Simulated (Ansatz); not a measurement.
C3H8BN can be A, `CCN1BC1`, or B, `BN(C)C=C`.

Isolated molecules relaxed with PBE0-D4/def2-TZVP in Ansatz; ΔE leaves out vibrations. CCSD(T)/CBS is the MP2 limit (def2-TZVPP, def2-QZVPP) plus CCSD(T) − MP2 in def2-TZVPP, frozen cores. Functionals use def2-TZVPP. B3LYP here is the variant with VWN-RPA as its local correlation; programs differ in this. Each species was taken in one conformer, which may not be the lowest.

(1) Which is lower in electronic energy at CCSD(T)/CBS, and by how much? (Best estimate.)

(2) Give E(B) − E(A) in kcal/mol with ωB97M-V, r2SCAN-D4, PBE0-D4, B3LYP, PBE-D4, B3LYP-D4, HF/def2-TZVPP. (Best estimate.)

Largest T1 diagnostic: 0.013.

## Answers

(1) Computed: B, by 20.8 kcal/mol.

(2) Computed: ωB97M-V -18.9, r2SCAN-D4 -19.1, PBE0-D4 -17.1, B3LYP -21.1, PBE-D4 -17.6, B3LYP-D4 -21.9, HF/def2-TZVPP -24.0. None reverses the order clearly.

In def2-TZVPP, CCSD(T) changes the Hartree–Fock value by +2.8 kcal/mol (the triples alone add −0.3 kcal/mol) and MP2 by +4.6 kcal/mol. The D4 term adds −0.8 kcal/mol with B3LYP and −0.4 kcal/mol with PBE0; it sums over pairs of atoms, weighted by their polarisabilities, and B3LYP, whose exchange is more repulsive, gets the larger term.
